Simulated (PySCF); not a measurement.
From one molecule to another.

First species: C7H6FS (charge +1).
SMILES: `c1([c+]2c1C(SC2)=C)CF`

Second species: Tiglic acid, C5H8O2.
Z-matrix (Å and degrees, GFN2-xTB geometry), rows numbered from 1:
```
C 
C   1  1.4869
C   2  1.3362  1  127.71
C   3  1.4977  2  126.84  1    -0.04
C   3  1.4792  2  119.85  1  -179.95
O   5  1.2073  3  124.41  2   179.97
O   5  1.3478  3  114.45  2    -0.07
H   1  1.0900  2  109.49  3  -121.41
H   1  1.0900  2  109.46  3   121.22
H   1  1.0850  2  112.83  3    -0.06
H   2  1.0819  1  114.48  3   179.98
H   4  1.0887  3  109.50  2  -121.23
H   4  1.0886  3  109.48  2   121.63
H   4  1.0841  3  112.20  2     0.21
H   7  0.9698  5  108.93  3   179.99
```

Levels: CAM-B3LYP/def2-SVPD for HOMO energy, LUMO energy, HOMO–LUMO gap, static isotropic polarisability and electronic spatial extent ⟨r²⟩ about the centre of nuclear charge; TDDFT CAM-B3LYP/def2-SVPD for lowest singlet excitation; TDA CAM-B3LYP/def2-SVPD for lowest triplet excitation (Tamm–Dancoff); GFN2-xTB for rotational constant A and rotational constant C. Geometries: GFN2-xTB. All species are isolated and taken at one optimised geometry, non-relativistic unless stated. Electronic properties by PySCF.

The conformers computed, where there is a choice (atom-mapped SMILES and torsion angles):
- `[CH2:1]=[C:2]1[S:3][CH2:4][c+:5]2[c:6]([CH2:7][F:8])[c:9]21`: C5–C6–C7–F8 0°
- `[CH3:1]/[CH:2]=[C:3](\[CH3:4])[C:5](=[O:6])[OH:7]`: C2–C3–C5–O6 180°, H–O7–C5–C3 180°

```json
{"property": "HOMO energy", "column X": "-12.38 eV", "column Y": "-8.87 eV"}
{"property": "LUMO energy", "column X": "-6.31 eV", "column Y": "0.01 eV"}
{"property": "HOMO–LUMO gap", "column X": "6.07 eV", "column Y": "8.88 eV"}
{"property": "lowest singlet excitation", "column X": "3.35 eV", "column Y": "5.26 eV"}
{"property": "lowest triplet excitation (Tamm–Dancoff)", "column X": "2.15 eV", "column Y": "3.78 eV"}
{"property": "static isotropic polarisability", "column X": "95.0 au", "column Y": "70.0 au"}
{"property": "electronic spatial extent ⟨r²⟩ about the centre of nuclear charge", "column X": "1583 bohr²", "column Y": "867 bohr²"}
{"property": "rotational constant A", "column X": "3.028 GHz", "column Y": "4.540 GHz"}
{"property": "rotational constant C", "column X": "0.650 GHz", "column Y": "1.370 GHz"}
```

(1) Which column belongs to which species?

(2) How does each property change from the first species to the second?

Answers

(1) Column X is the first species and column Y the second. The first has 15 atoms and 72 electrons, the second 15 and 54; their charges are +1 and 0, their HOMO energies -12.38 eV and -8.87 eV.

(2) HOMO energy +3.51 eV; LUMO energy +6.32 eV; HOMO–LUMO gap +2.81 eV; lowest singlet excitation +1.91 eV; lowest triplet excitation (Tamm–Dancoff) +1.63 eV; static isotropic polarisability -25.0 au; electronic spatial extent ⟨r²⟩ about the centre of nuclear charge -716 bohr²; rotational constant A +1.512 GHz; rotational constant C +0.720 GHz.

On the first: In wavenumbers S1 is 27000 cm⁻¹ (1 eV = 8065.54 cm⁻¹). The polarisability is 14.08 Å³ as a volume (1 au = 0.148185 Å³), or 1.32 au for each of the 72 electrons.

On the second: The principal polarisabilities are 48.4, 68.5 and 93.2 au; their mean is the isotropic value. No computed singlet falls in the visible range (750 to 380 nm, 1.65 to 3.26 eV); S1 lies 2.00 eV above its blue end.
